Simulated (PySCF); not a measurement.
Compound: C6H8FO3 (charge -1).
SMILES with atom numbers: `[CH3:1][O:2][C@@H:3]1[C@@H:4]([F:5])[CH2:6][C@H:7]1[C:8](=[O:9])[O-:10]` (hydrogens: H11, H12, H13 on C1; H14 on C3; H15 on C4; H16, H17 on C6; H18 on C7)

Cartesian coordinates in Å at the PBE0-D3(BJ)/def2-SVP level; atoms count from 1:
```xyz
18
C6H8FO3 angstrom
C      1.734    0.286   -1.583
O      1.741    0.032   -0.202
C      0.470    0.147    0.354
C      0.342   -0.261    1.807
F      0.469    0.711    2.780
C     -1.039   -0.824    1.506
C     -0.625   -0.901    0.028
C     -1.659   -0.515   -1.070
O     -2.734   -0.044   -0.659
O     -1.258   -0.685   -2.242
H      2.705   -0.042   -1.989
H      1.618    1.370   -1.793
H      0.900   -0.241   -2.086
H      0.055    1.168    0.215
H      1.079   -1.054    2.026
H     -1.830   -0.060    1.578
H     -1.355   -1.739    2.029
H     -0.133   -1.853   -0.232
```

Method used: PBE0-D3(BJ)/def2-SVP geometry optimisation, gas phase in PySCF.

Take the most abundant isotopes and a rigid rotor. The values belong to one conformer with, in the numbering `[CH3:1][O:2][C@@H:3]1[C@@H:4]([F:5])[CH2:6][C@H:7]1[C:8](=[O:9])[O-:10]`, C1–O2–C3–C4 173°, C6–C7–C8–O9 6°, O2–C3–C4–F5 93°, C3–C4–C6–C7 21°, C4–C6–C7–C8 -140°, O2–C3–C7–C6 140°.

(1) What are A, B and C (cm⁻¹)?

(2) Classify the top.

(3) Is it planar, by Δ = Ic − Ia − Ib?

(4) Give the other two planar moments, Paa and Pbb, and the rms extents of the mass along the axes.

(5) Which types of transition are allowed, and where do some lines up to J = 5 fall?

(6) Estimate the classical rotational partition function at 10 K, 25 K and 50 K.

Answers

(1) Ia = 298.75, Ib = 447.62, Ic = 678.64 u·Å²; 505379 MHz·u·Å²/I gives 1692, 1129 and 744.7 MHz, that is A = 0.05643, B = 0.03766, C = 0.02484 cm⁻¹.

(2) An asymmetric top; Ray's κ = -0.188.

(3) Not planar: Δ = Ic − Ia − Ib = -67.72 u·Å². For a rigid frame Δ = −2 Σ m c², so Σ m c² = 33.86 u·Å² lies off the ab plane: 10.05 from hydrogen and 23.81 from heavier atoms. The atom farthest from that plane is 1.64 Å away.

(4) Paa = Σ m a² = (Ib + Ic − Ia)/2 = 413.75 and Pbb = Σ m b² = (Ia + Ic − Ib)/2 = 264.89 u·Å². With the mass M = 147.05 u, the rms extents √(P/M) along a, b and c are 1.68, 1.34, 0.48 Å.

(5) The dipole components (about the centre of mass, as the species is charged) are |μa| = 6.02 D, |μb| = 2.18 D, |μc| = 1.57 D. Intensities carry the squares of the components, which stand as 1.00 : 0.13 : 0.07 (a : b : c). Some lines, for components of 0.1 D or more:

```json
{"type": "a", "branch": "Q", "J(Ka,Kc)": "5(3,2) ← 5(3,3)", "MHz": "740", "lower level (cm⁻¹)": "1.181"}
{"type": "b", "branch": "Q", "J(Ka,Kc)": "4(2,2) ← 4(1,3)", "MHz": "2224", "lower level (cm⁻¹)": "0.697"}
{"type": "b", "branch": "Q", "J(Ka,Kc)": "3(1,2) ← 3(0,3)", "MHz": "2407", "lower level (cm⁻¹)": "0.355"}
{"type": "a", "branch": "Q", "J(Ka,Kc)": "4(1,3) ← 4(1,4)", "MHz": "3622", "lower level (cm⁻¹)": "0.577"}
{"type": "a", "branch": "R", "J(Ka,Kc)": "3(1,3) ← 2(1,2)", "MHz": "4968", "lower level (cm⁻¹)": "0.193"}
{"type": "b", "branch": "Q", "J(Ka,Kc)": "5(1,4) ← 5(0,5)", "MHz": "5039", "lower level (cm⁻¹)": "0.844"}
{"type": "b", "branch": "R", "J(Ka,Kc)": "5(3,2) ← 4(4,1)", "MHz": "5226", "lower level (cm⁻¹)": "1.032"}
{"type": "c", "branch": "R", "J(Ka,Kc)": "2(2,1) ← 1(1,1)", "MHz": "6204", "lower level (cm⁻¹)": "0.081"}
{"type": "c", "branch": "R", "J(Ka,Kc)": "3(1,2) ← 2(0,2)", "MHz": "7558", "lower level (cm⁻¹)": "0.183"}
{"type": "b", "branch": "R", "J(Ka,Kc)": "5(0,5) ← 4(1,4)", "MHz": "8022", "lower level (cm⁻¹)": "0.577"}
{"type": "a", "branch": "R", "J(Ka,Kc)": "5(0,5) ← 4(0,4)", "MHz": "8070", "lower level (cm⁻¹)": "0.575"}
{"type": "c", "branch": "R", "J(Ka,Kc)": "3(2,2) ← 2(1,2)", "MHz": "8462", "lower level (cm⁻¹)": "0.193"}
{"type": "c", "branch": "R", "J(Ka,Kc)": "3(3,0) ← 2(2,0)", "MHz": "9366", "lower level (cm⁻¹)": "0.293"}
{"type": "a", "branch": "R", "J(Ka,Kc)": "5(1,4) ← 4(1,3)", "MHz": "9439", "lower level (cm⁻¹)": "0.697"}
{"type": "c", "branch": "R", "J(Ka,Kc)": "4(3,2) ← 3(2,2)", "MHz": "11551", "lower level (cm⁻¹)": "0.476"}
{"type": "c", "branch": "R", "J(Ka,Kc)": "4(4,0) ← 3(3,0)", "MHz": "12787", "lower level (cm⁻¹)": "0.605"}
```

(6) Point group C1, symmetry number σ = 1; q = (√π/σ)·√((kT/h)³/(ABC)), k/h = 20836.6 MHz/K: 4470 at 10 K, 17700 at 25 K, 50000 at 50 K.

Whether it is a minimum is left open (no frequencies). The geometry's basis has no diffuse functions, a weakness for an anion. Constants of a rigid frame at the computed geometry: no zero-point averaging, no centrifugal distortion. A rigid rotor knows nothing of internal rotation, which can split or shift real lines.
